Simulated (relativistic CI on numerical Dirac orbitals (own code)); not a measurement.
**Transition arrays of Kr⁹⁺**

Method of calculation: Dirac-Coulomb-Breit CI, KLI orbitals optimised for each configuration, a model potential for QED, valence Slater integrals scaled by 0.9, whole transition arrays (own radial code, finite nucleus).

Configuration list (outside the closed core [Ne] 3s2): 3p⁶3d⁹, 3p⁶3d⁸4f, 3p⁵3d¹⁰, 3p⁶3d⁸4p, 3p⁶3d⁸5f. Levels of other configurations are missing.

All E1 lines from the levels of 3p⁶3d⁹; mean and standard deviation are weighted by gf, and upper levels are sorted by their leading configuration.

```
Upper configuration  Lines   Σgf  Mean (eV)  Mean (nm)  σ (eV)  Strongest line (nm)
           3p⁶3d⁸4f     81  23.4     185.03      6.701    2.58                6.680
            3p⁵3d¹⁰      3   2.6     123.54     10.036    3.09               10.139
           3p⁶3d⁸4p     60   5.3     122.75     10.101    2.13                9.984
           3p⁶3d⁸5f     81  17.7     216.04      5.739    2.71                5.718
```

Σgf per state of the lower configuration in bins of 0.2 nm over the central range (centre: value): 5.5: 0.05, 5.7: 1.27, 5.9: 0.46, 6.3: 0.03, 6.5: 0.04, 6.7: 1.81, 6.9: 0.46, 9.5: 0.05, 9.9: 0.18, 10.1: 0.37, 10.3: 0.17.

Problem. How do configuration mixing and the scaling of the Slater integrals move the arrays?

Solution. Slater scale 0.9, no configuration mixing: 3p⁶3d⁸4f 185.2 ± 2.6 eV (Σgf 26.2), 3p⁵3d¹⁰ 126.7 ± 3.3 eV (Σgf 3.2), 3p⁶3d⁸4p 123.0 ± 2.3 eV (Σgf 5.4), 3p⁶3d⁸5f 215.8 ± 2.8 eV (Σgf 13.4); Slater scale 1: 3p⁶3d⁸4f 185.4 ± 2.8 eV (Σgf 23.5), 3p⁵3d¹⁰ 123.4 ± 3.2 eV (Σgf 2.5), 3p⁶3d⁸4p 122.7 ± 2.1 eV (Σgf 5.4), 3p⁶3d⁸5f 216.3 ± 3.0 eV (Σgf 17.8); Slater scale 0.8: 3p⁶3d⁸4f 184.7 ± 2.3 eV (Σgf 23.4), 3p⁵3d¹⁰ 123.2 ± 2.8 eV (Σgf 2.4), 3p⁶3d⁸4p 123.0 ± 2.4 eV (Σgf 5.6), 3p⁶3d⁸5f 215.8 ± 2.4 eV (Σgf 17.6). With mixing, levels are counted to their leading configuration, so an array can shrink or vanish into another, and the sums then hold other lines.
